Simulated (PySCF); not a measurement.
boron oxyfluoride (BFO), singlet, at a GFN2-xTB geometry. Base run: PBE/def2-SVP (PySCF).

The PySCF input:
```python
from pyscf import gto, scf, dft

mol = gto.Mole()
mol.atom = '''
    F    -0.000000   -0.000000   -1.189254
    B     0.000000    0.000000    0.092502
    O     0.000000    0.000000    1.280097
'''
mol.basis = 'def2-svp'
mol.charge = 0
mol.spin = 0
mol.verbose = 5
mol.build()

mf = dft.RKS(mol)
mf.xc = 'pbe'
mf.kernel()
mf.analyze()
```

Each row names what was changed in the base input (with any setting that the change needs).

| change | basis functions | E (Eh) | HOMO (eV) | HOMO-LUMO gap (eV) | dipole (D) |
|---|---|---|---|---|---|
| base | 42 | -199.63926 | -8.51 | 7.80 | 1.82 |
| basis = jorge-DZP-DKH; relativity = none | 45 | -199.82205 | -8.66 | 8.09 | 1.80 |
| basis = ANO-RCC-VDZP; relativity = spin-free X2C; nucleus = Gaussian (with mol.nucmod = 'G') | 42 | -200.02043 | -8.73 | 8.13 | 1.89 |
| basis = cc-pVTZ-DK; relativity = none | 90 | -199.86063 | -8.68 | 7.74 | 1.96 |
| basis = cc-pVTZ-DK; relativity = spin-free X2C; nucleus = Gaussian (with mol.nucmod = 'G') | 90 | -200.01842 | -8.67 | 7.72 | 1.96 |
| basis = jorge-DZP-DKH; relativity = spin-free X2C | 45 | -199.97757 | -8.65 | 8.08 | 1.80 |
| basis = ANO-RCC-VDZP; relativity = spin-free X2C | 42 | -200.02047 | -8.73 | 8.13 | 1.89 |
| basis = ANO-RCC-VDZP; relativity = none | 42 | -199.85528 | -8.74 | 8.14 | 1.89 |
| basis = cc-pVTZ-DK; relativity = spin-free X2C | 90 | -200.01845 | -8.67 | 7.72 | 1.96 |
| basis = jorge-DZP-DKH; relativity = spin-free X2C; nucleus = Gaussian (with mol.nucmod = 'G') | 45 | -199.97753 | -8.65 | 8.08 | 1.80 |

Total energies compare only within one method and basis.

Basis sets contracted for a relativistic Hamiltonian are a mismatch without it, so the rows without relativity aren't non-relativistic limits. No row has spin-orbit coupling; sets with core potentials leave out the core electrons.
